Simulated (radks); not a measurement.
The numbers below are computed, except where a source is named.
Question: Cu2+, 27 electrons, occupied as [Ar] 3d9 (the NIST ground configuration). Code: a radial shooting solver on a logarithmic mesh with Libxc functionals. Model: scalar-relativistic Kohn-Sham, r2SCAN, spin-polarised, spherical densities, finite nucleus; open shells are filled with parallel spins first; meta-GGA in the generalised Kohn-Sham scheme; Fermi nuclear charge, rms radius 3.8823 fm. Some entries of the table are withheld. Estimate them.

orbital  occ.  eigenvalue (eV)  r(max) (bohr)
1s down     1        -8904.215        0.03412
1s up       1        -8904.211        0.03412
2s up       1        -1098.944         0.1964
2s down     1        -1098.163         0.1964
2p up       3        -950.1356         0.1583
2p down     3        -949.5466         0.1582
3s up       1        -144.9154         0.6124
3s down     1        -143.4116         0.6127
3p up       3        -100.6879            (1)
3p down     3         -99.1977            (2)
3d up       5              (3)         0.5992
3d down     4              (4)         0.6016
4s up       0         -21.6477          1.954
4s down     0         -21.3099          1.973
4p up       0         -14.5118          2.361
4p down     0         -14.3247          2.386

Answer: 
(1) 3p up r(max) (bohr): 0.6191
(2) 3p down r(max) (bohr): 0.6196
(3) 3d up eigenvalue (eV): -30.4003
(4) 3d down eigenvalue (eV): -29.0132
